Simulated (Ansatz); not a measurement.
Ideal-gas functions of `[F][InH]` radical at 400 K and 1 bar, from an Ansatz frequency run at PBE0-D4/def2-TZVP.

Molar mass 134.82 g/mol, point group Cs (symmetry number 1), electronic degeneracy 2, moments of inertia 2.609, 64.275, 66.884 u Å². Harmonic wavenumbers (cm⁻¹, unscaled): 403, 556, 1515.

Use S(trans) = R[1.5 ln M + 2.5 ln T − 1.1517]; rotational temperatures θ = 24.2544 K / I; S(rot) = R[ln(√π/σ · √(T³/θAθBθC)) + 1.5]; for each mode x = 1.438777 ν̃/T, S = R[x/(eˣ − 1) − ln(1 − e⁻ˣ)] and H = RT x/(eˣ − 1); 1 cm⁻¹ = 0.0119627 kJ/mol; R = 8.31446 J/(mol·K).

By hand: the entropy, in J/(mol·K).

Translation 176.1. Rotation: θ = 9.2964, 0.3774, 0.3626 K, giving 91.0. Vibration, mode by mode: 5.92, 3.81, 0.23, in all 10.0. Electronic 5.8. Sum 282.9 J/(mol·K).

By hand: H − E and G − E in kJ/mol, counted from the electronic energy.

Zero-point energy ½ × 2474 × 0.0119627 = 14.8; thermal vibration 2.6; translation, rotation and pV give 4 RT = 13.3. H − E = 30.7 kJ/mol, and G − E = 30.7 − 400 × 282.9/1000 = -82.5 kJ/mol.

Vibration gives 4 % of the entropy.
